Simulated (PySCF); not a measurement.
PySCF input for ClHMgSe, SMILES [Mg]([Cl])[SeH], TDA-ωB97X/def2-SVPD. Geometry: ωB97X-D3(BJ)/def2-TZVP. One conformer was computed; it need not be the lowest.

```python
import numpy as np
from pyscf import gto, scf, dft, tdscf

mol = gto.M(
    atom='''
    Mg    0.01301439    0.72767187   -0.00000000
    Cl   -0.00499849    2.90341356    0.00000000
    Se    0.03987434   -1.65941809    0.00000000
    H    -1.42692603   -1.66987792    0.00000000
    ''',
    basis='def2-SVPD',
    charge=0,
    spin=0,
    symmetry=True,
    max_memory=1600,
    verbose=4,
)
mf = dft.RKS(mol, xc='wb97x').density_fit(auxbasis='def2-universal-jkfit')
mf.grids.level = 3
mf.conv_tol = 1e-9
mf.max_cycle = 100
mf.kernel()
mf.grids = dft.Grids(mol).set(level=1).build(with_non0tab=True)  # coarser grid for the response kernel
td = tdscf.TDA(mf)
td.singlet = True
td.nstates = 10
td.conv_tol = 1e-4
td.kernel(x0=td.get_init_guess(mf, 15))
td.analyze()
tt = tdscf.TDA(mf)
tt.singlet = False
tt.nstates = 4
tt.conv_tol = 1e-4
tt.kernel(x0=tt.get_init_guess(mf, 9))
tt.analyze(verbose=3)
```

It prints:

```
PySCF version 2.14.0

[INPUT] verbose = 4
[INPUT] num. atoms = 4
[INPUT] num. electrons = 64
[INPUT] charge = 0
[INPUT] spin (= nelec alpha-beta = 2S) = 0
[INPUT] symmetry True subgroup None
[INPUT] Mole.unit = angstrom
[INPUT] Symbol           X                Y                Z      unit          X                Y                Z       unit  Magmom
[INPUT]  1 Mg     0.013014390000   0.727671870000   0.000000000000 AA    0.024593632778   1.375100542850   0.000000000000 Bohr   0.0
[INPUT]  2 Cl    -0.004998490000   2.903413560000   0.000000000000 AA   -0.009445777136   5.486656454748   0.000000000000 Bohr   0.0
[INPUT]  3 Se     0.039874340000  -1.659418090000   0.000000000000 AA    0.075351581998  -3.135845716249   0.000000000000 Bohr   0.0
[INPUT]  4 H     -1.426926030000  -1.669877920000   0.000000000000 AA   -2.696499396713  -3.155611930258   0.000000000000 Bohr   0.0

nuclear repulsion = 223.500942792803
point group symmetry = Cs
symmetry origin: [-3.54323648e-09 -5.90539277e-10  0.00000000e+00]
symmetry axis x: [ 1.00000000e+00 -1.13500149e-09  0.00000000e+00]
symmetry axis y: [1.13500149e-09 1.00000000e+00 0.00000000e+00]
symmetry axis z: [0. 0. 1.]
num. orbitals of irrep A' = 68
num. orbitals of irrep A" = 29
number of shells = 39
number of NR pGTOs = 177
number of NR cGTOs = 97
basis = def2-SVPD
ecp = {}


[settings echo left out]
init E= -3061.17958652876
HOMO (A") = -0.317964271617346  LUMO (A') = -0.088272124958015  gap/eV = 6.25024
cycle= 1 E= -3062.03501815221  delta_E= -0.855  |g|= 0.344  |ddm|= 2.27
HOMO (A") = -0.345874350186218  LUMO (A') = -0.0139431918785675  gap/eV = 9.03231
cycle= 2 E= -3062.0712556219  delta_E= -0.0362  |g|= 0.202  |ddm|= 0.778
HOMO (A") = -0.350378361745913  LUMO (A') = -0.0034918724990094  gap/eV = 9.43926
cycle= 3 E= -3062.0830527822  delta_E= -0.0118  |g|= 0.0258  |ddm|= 0.296
HOMO (A") = -0.34776972869069  LUMO (A') = -0.000126912224900799  gap/eV = 9.45984
cycle= 4 E= -3062.08357121204  delta_E= -0.000518  |g|= 0.0119  |ddm|= 0.0712
HOMO (A") = -0.346937044540923  LUMO (A') = 0.000212332579549113  gap/eV = 9.44642
cycle= 5 E= -3062.08365624928  delta_E= -8.5e-05  |g|= 0.00338  |ddm|= 0.0294
HOMO (A") = -0.346499758213954  LUMO (A') = 0.000104168725926002  gap/eV = 9.43157
cycle= 6 E= -3062.08366750109  delta_E= -1.13e-05  |g|= 0.0011  |ddm|= 0.0114
HOMO (A") = -0.346657509957766  LUMO (A') = 7.01096142612379e-05  gap/eV = 9.43494
cycle= 7 E= -3062.08366838591  delta_E= -8.85e-07  |g|= 0.000364  |ddm|= 0.00322
HOMO (A") = -0.346613256755316  LUMO (A') = 4.43466860926556e-05  gap/eV = 9.43303
cycle= 8 E= -3062.0836684988  delta_E= -1.13e-07  |g|= 7.73e-05  |ddm|= 0.00115
HOMO (A") = -0.346618579179084  LUMO (A') = 4.17834766830438e-05  gap/eV = 9.43311
cycle= 9 E= -3062.08366850642  delta_E= -7.62e-09  |g|= 2.24e-05  |ddm|= 0.000314
HOMO (A") = -0.346617707454598  LUMO (A') = 4.20415934465623e-05  gap/eV = 9.43309
cycle= 10 E= -3062.08366850689  delta_E= -4.62e-10  |g|= 4.97e-06  |ddm|= 7.06e-05
HOMO (A") = -0.346616854424019  LUMO (A') = 4.20058497758724e-05  gap/eV = 9.43307
Extra cycle  E= -3062.08366850691  delta_E= -2.77e-11  |g|= 2.14e-06  |ddm|= 1.64e-05
converged SCF energy = -3062.08366850691
tot grids = 22352


******** <class 'pyscf.tdscf.rks.TDA'> for <class 'pyscf.df.df_jk.DFSymAdaptedRKS'> ********
nstates = 10 singlet
deg_eia_thresh = 1.000e-03
wfnsym = None
conv_tol = 0.0001
eigh lindep = 1e-12
eigh level_shift = 0
eigh max_cycle = 100


Excitation energies (eV)
[4.66853187 5.44485809 5.97729114 6.07097767 6.52413606 6.56945006
 6.5701902  7.00888097 7.2805198  7.5467572 ]

** Singlet excitation energies and oscillator strengths **
Excited State   1:   A"      4.66853 eV    265.57 nm  f=0.0583
      32 -> 33        0.68788
Excited State   2:   A"      5.44486 eV    227.71 nm  f=0.0001
      32 -> 34       -0.55855
      32 -> 36        0.24098
      32 -> 37       -0.31950
      32 -> 39        0.10198
Excited State   3:   A'      5.97729 eV    207.43 nm  f=0.0711
      31 -> 33        0.53761
      32 -> 35       -0.39922
      32 -> 38       -0.15354
Excited State   4:   A"      6.07098 eV    204.22 nm  f=0.0009
      32 -> 34        0.34159
      32 -> 36        0.37389
      32 -> 37       -0.16017
      32 -> 39        0.41566
      32 -> 41        0.11718
      32 -> 42        0.10800
Excited State   5:   A'      6.52414 eV    190.04 nm  f=0.1682
      30 -> 33        0.31921
      31 -> 33       -0.26576
      31 -> 34       -0.29315
      31 -> 36        0.20446
      31 -> 37       -0.18233
      32 -> 35       -0.33115
      32 -> 38       -0.14771
Excited State   6:   A"      6.56945 eV    188.73 nm  f=0.0543
      29 -> 33        0.67173
      29 -> 36        0.16014
Excited State   7:   A'      6.57019 eV    188.71 nm  f=0.1099
      30 -> 33       -0.58940
      30 -> 36       -0.14180
      31 -> 33       -0.16749
      31 -> 36        0.10500
      32 -> 35       -0.21128
Excited State   8:   A'      7.00888 eV    176.90 nm  f=0.2700
      31 -> 33       -0.22591
      31 -> 34        0.54401
      31 -> 37        0.17225
      32 -> 35       -0.26020
Excited State   9:   A"      7.28052 eV    170.30 nm  f=0.0061
      31 -> 35        0.57959
      31 -> 38        0.24032
      32 -> 36        0.18745
      32 -> 42       -0.12644
Excited State  10:   A'      7.54676 eV    164.29 nm  f=0.1666
      28 -> 33       -0.22810
      30 -> 34       -0.24091
      31 -> 33       -0.13326
      31 -> 34       -0.17565
      31 -> 36       -0.33849
      31 -> 37        0.19053
      31 -> 39       -0.32373
      31 -> 42       -0.14935
      32 -> 35       -0.14906

** Transition electric dipole moments (AU) **
state          X           Y           Z        Dip. S.      Osc.
  1         0.0000      0.0000      0.7137      0.5093      0.0583
  2        -0.0000     -0.0000      0.0236      0.0006      0.0001
  3        -0.0737      0.6928      0.0000      0.4854      0.0711
  4         0.0000      0.0000     -0.0785      0.0062      0.0009
  5         0.1303     -1.0175      0.0000      1.0522      0.1682
  6        -0.0000     -0.0000      0.5807      0.3372      0.0543
  7        -0.5153     -0.6461      0.0000      0.6829      0.1099
  8         0.4326     -1.1770     -0.0000      1.5725      0.2700
  9         0.0000      0.0000      0.1849      0.0342      0.0061
 10        -0.3016     -0.9002     -0.0000      0.9013      0.1666

** Transition velocity dipole moments (imaginary part, AU) **
state          X           Y           Z        Dip. S.      Osc.
  1         0.0000      0.0000      0.1272      0.0162      0.0629
  2        -0.0000     -0.0000     -0.0384      0.0015      0.0049
  3        -0.0124      0.1744      0.0000      0.0306      0.0927
  4         0.0000      0.0000     -0.0483      0.0023      0.0070
  5         0.0442     -0.2169      0.0000      0.0490      0.1362
  6        -0.0000     -0.0000      0.1400      0.0196      0.0541
  7        -0.1211     -0.1317      0.0000      0.0320      0.0884
  8         0.0517     -0.2163     -0.0000      0.0495      0.1280
  9         0.0000      0.0000      0.0061      0.0000      0.0001
 10        -0.0583     -0.1807     -0.0000      0.0361      0.0867

** Transition magnetic dipole moments (imaginary part, AU) **
state          X           Y           Z
  1         0.5000     -0.0609     -0.0000
  2        -0.1191      0.4015      0.0000
  3        -0.0000     -0.0000      0.1104
  4        -0.0827      0.2098     -0.0000
  5        -0.0000      0.0000      0.4428
  6        -0.8809      0.0106      0.0000
  7        -0.0000      0.0000     -0.8147
  8        -0.0000      0.0000     -0.3218
  9         0.5242     -0.0164     -0.0000
 10         0.0000     -0.0000      0.6395


******** <class 'pyscf.tdscf.rks.TDA'> for <class 'pyscf.df.df_jk.DFSymAdaptedRKS'> ********
nstates = 4 triplet
deg_eia_thresh = 1.000e-03
wfnsym = None
conv_tol = 0.0001
eigh lindep = 1e-12
eigh level_shift = 0
eigh max_cycle = 100


Excitation energies (eV)
[4.46740672 5.19160683 5.51314504 5.91262175]

** Triplet excitation energies and oscillator strengths **
Excited State   1:   A"      4.46741 eV    277.53 nm  f=0.0000
Excited State   2:   A"      5.19161 eV    238.82 nm  f=0.0000
Excited State   3:   A'      5.51315 eV    224.89 nm  f=0.0000
Excited State   4:   A"      5.91262 eV    209.69 nm  f=0.0000
```

The calculation finished and met its thresholds.
